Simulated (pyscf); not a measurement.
# H₂Sb–S–SbH₂, singlet

Gas-phase minimum from PySCF at ωB97X-D3(BJ)/def2-SVP, one conformer. 

```xyz
7

Sb     1.0719    -0.7862    -0.0472
S     -0.6705     0.5102    -1.1307
Sb    -0.6141     2.4251     0.3438
H      0.8554    -2.1237    -1.0930
H      0.0467    -1.4916     1.1301
H      1.0938     2.5265     0.4357
H     -0.6486     1.5202     1.8001
```

Bonded distances (Å): Sb1–S2 2.427, Sb1–H4 1.712, Sb1–H5 1.713, S2–Sb3 2.418, Sb3–H6 1.713, Sb3–H7 1.715. Bond angles (°): S2–Sb1–H4 93.1, S2–Sb1–H5 95.6, H4–Sb1–H5 91.3, Sb1–S2–Sb3 97.7, S2–Sb3–H6 95.9, S2–Sb3–H7 95.7, H6–Sb3–H7 90.3.

Properties at ωB97X-D3(BJ)/def2-SVP:

```yaml
harmonic_wavenumbers_unscaled: 64, 85, 135, 355, 388, 620, 639, 641, 677, 863, 884, 1977, 1984, 1990, 2001 cm⁻¹
zero_point_energy: 19.0 kcal/mol
rotational_symmetry_number: 1
Entropy of this conformer at 298 K and 1 atm, rigid rotor and harmonic oscillator, modes under 100 cm⁻¹ raised to 100: 359.7 J/(mol K)
dipole_moment: 1.87 D
```

Single-point totals, which compare only within one level (frozen core for MP2 and CC):

```
level                   total energy (hartree)
----------------------  ----------------------
ωB97X-D3(BJ)/def2-TZVP              -881.31616
PBE/def2-TZVP                       -880.94426
r²SCAN/def2-TZVP                    -881.28937
B3LYP-D3(BJ)/def2-TZVP              -881.33190
PBE0-D3(BJ)/def2-TZVP               -881.00812
M06-2X/def2-TZVP                    -880.92857
ωB97M-D3(BJ)/def2-TZVP              -881.27674
HF/def2-TZVPP                       -878.40330
MP2/def2-TZVPP                      -879.29052
CCSD/def2-TZVPP                     -879.30550
CCSD(T)/def2-TZVPP                  -879.33744
```

Soft torsions are taken as harmonic, which can shift the entropy by several J/(mol K). The CCSD(T) − MP2 part came from Ansatz, without density fitting, on the same reference. The frozen core leaves the outer d or s,p core shells of the metals and heavy elements correlated in the MP2 and CC values, and def2-TZVPP describes them poorly, so these totals are far from the basis limit. Elements past Kr carry the def2 core potentials, without spin-orbit coupling.
